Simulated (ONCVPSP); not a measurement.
# How hard is this Cs (Z = 55) ONCV potential?

- Element: Cs
- Generator: ONCVPSP 4.0.1
- Type: optimised norm-conserving Vanderbilt (ONCV)
- Functional: PBE
- Relativity: scalar-relativistic
- Frozen core: [Kr] 4d10
- Valence charge: 9
- Reference configuration: 5s2 5p6 5d1
- Partial waves: 5s: rc 2.90 bohr, ncon 4, nbas 9, qcut 4.8 1/bohr, 2 projectors, debl 0.4 Ha; 5p: rc 2.05 bohr, ncon 4, nbas 7, qcut 4.6 1/bohr, 2 projectors, debl 3.6 Ha; 5d: rc 4.00 bohr, ncon 5, nbas 8, qcut 2.3 1/bohr, 2 projectors, debl 2.3 Ha
- Local potential: polynomial inside 1.50 bohr (lpopt 5, dvloc0 3 Ha)
- Core correction: none

In the s channel the program set the typed energies aside and used -0.988, 0.250 Ha.

Problem. For each optimised wave give the share of its norm inside rc, the residual kinetic energy above qcut (Ha) and the cutoffs (Ha) for errors of 10, 1, 0.1 and 0.01 mHa per electron.

Solution.

```tsv
wave	norm inside rc	residual KE	10 mHa	1 mHa	0.1 mHa	0.01 mHa
5s	0.959	6.0e-08	4.4	6.5	8.2	9.3
s projector 2	0.096	2.1e-07	3.1	6.3	8.2	9.5
5p	0.534	5.3e-04	6.2	9.7	27.2	35.0
p projector 2	0.141	7.7e-03	10.3	19.8	40.8	47.1
5d	0.276	1.8e-03	1.8	3.0	10.6	13.3
d projector 2	0.200	6.8e-01	4.4	9.6	16.8	19.2
```

The occupied waves need 9.7 Ha and 27 Ha for 1 and 0.1 mHa. Note: no bound ghost flagged; GHOST(+) flagged for s at 52.9 eV, p at 185.9 eV. 1 of 4 tests not solved or not reliable.
